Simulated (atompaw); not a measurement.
Building the PAW (atompaw) potential for tungsten (W) (PBEsol, scalar-relativistic).

tungsten, PAW, made with atompaw 4.2.0.5 (PBEsol, scalar-relativistic). Core [Kr] 4d10 4f14 5s2, reference 5p6 5d4 6s2 6p0. Waves: 6s (bound): rc 2.30 bohr; 6s channel at 0.55 Ry: rc 2.30 bohr; 5p (bound): rc 1.35 bohr; 6p (bound, empty): rc 1.85 bohr; 5d (bound): rc 1.70 bohr; 5d channel at 0.25 Ry: rc 1.70 bohr. Local part: bessel scheme, radius 2.20 bohr. Core correction: smooth core density matched at 1.75 bohr. Augmentation charge: sinc compensation charge, radius 2.00 bohr; PAW radius 2.30 bohr; waves and projectors: custom polynom2 7 10 vanderbiltortho.

All-electron outer shells of the reference configuration (PBEsol, scalar-relativistic, ld1.x):

| shell | level (eV) | outermost node (bohr) | outermost maximum (bohr) |
| --- | --- | --- | --- |
| 5s | -79.11 | 0.53 | 0.96 |
| 5p | -43.22 | 0.57 | 1.09 |
| 4f | -33.24 | – | 0.43 |
| 6s | -5.75 | 1.28 | 2.64 |
| 5d | -4.51 | 0.63 | 1.49 |
| 6p | -1.33 | 1.54 | 3.70 |

(1) Estimate the cutoffs (Ry, on a coarse ladder) from which the occupation-weighted sum of valence levels, in a spherical-Bessel basis at the reference potential, stays within 10 and 1 mRy of its value at 400 Ry.

(2) Does the potential have ghost states?

(3) Is the overlap operator S = 1 + Σ q|β⟩⟨β| positive definite (Bessel basis up to 400 Ry)?

(4) Which valence shell sets the plane-wave cutoff?

Answers

(1) 35 Ry and 180 Ry.

(2) Ghost state, extra bound levels that the all-electron valence spectrum of the same l lacks: s at -61.9 eV. A true bound ghost makes a file unfit for plane-wave use.

(3) Yes: its lowest eigenvalue is 0.24 (s channel).

(4) 5p: its level needs 40 Ry to come within 1 mRy, against 25 Ry for 5d.
